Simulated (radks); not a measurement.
All-electron atom: Ho2+ in [Xe] 4f11. Calculated with a radial shooting solver on a logarithmic mesh with Libxc functionals: scalar-relativistic Kohn-Sham, LDA (Slater exchange, Perdew-Wang correlation), spin-polarised, spherical densities, point nucleus; open shells are filled with parallel spins first (spin-orbit coupling, left out, can overturn this in heavy ions); hard spherical wall at 3.5 bohr.

Local quantities along the radius. ELF = 1/(1 + alpha^2) is the electron localisation function; alpha = (tau - tau_W)/tau_unif compares the Pauli kinetic energy density with that of the uniform gas (summed over spins). tau is taken from the large components.

| r (bohr) | ELF | alpha |
|---|---|---|
| 0.001119 | 0.999 | 0.02404 |
| 0.001469 | 0.999 | 0.02522 |
| 0.001913 | 0.999 | 0.02717 |
| 0.002511 | 0.999 | 0.03040 |
| 0.003269 | 0.999 | 0.03539 |
| 0.004291 | 0.998 | 0.04368 |
| 0.005587 | 0.997 | 0.05720 |
| 0.007334 | 0.993 | 0.08205 |
| 0.00955 | 0.984 | 0.1285 |
| 0.01253 | 0.950 | 0.2287 |
| 0.01645 | 0.830 | 0.4530 |
| 0.02142 | 0.557 | 0.8911 |
| 0.02812 | 0.341 | 1.391 |
| 0.03662 | 0.390 | 1.250 |
| 0.04806 | 0.627 | 0.7713 |
| 0.06258 | 0.744 | 0.5873 |
| 0.08215 | 0.615 | 0.7907 |
| 0.107 | 0.359 | 1.336 |
| 0.1404 | 0.462 | 1.080 |
| 0.1828 | 0.715 | 0.6313 |
| 0.24 | 0.635 | 0.7583 |
| 0.3125 | 0.250 | 1.731 |
| 0.4101 | 0.492 | 1.016 |
| 0.5341 | 0.718 | 0.6271 |
| 0.701 | 0.553 | 0.8982 |
| 0.9128 | 0.334 | 1.413 |
| 1.198 | 0.470 | 1.062 |
| 1.56 | 0.606 | 0.8063 |
| 2.048 | 0.444 | 1.119 |
| 2.666 | 0.107 | 2.893 |

On this mesh the ELF has minima near r = 0.032, 0.12, 0.31, 0.91 bohr, which separate the shells, and maxima near 0.063 (0.74), 0.21 (0.73), 0.53 (0.72), 1.6 (0.61).
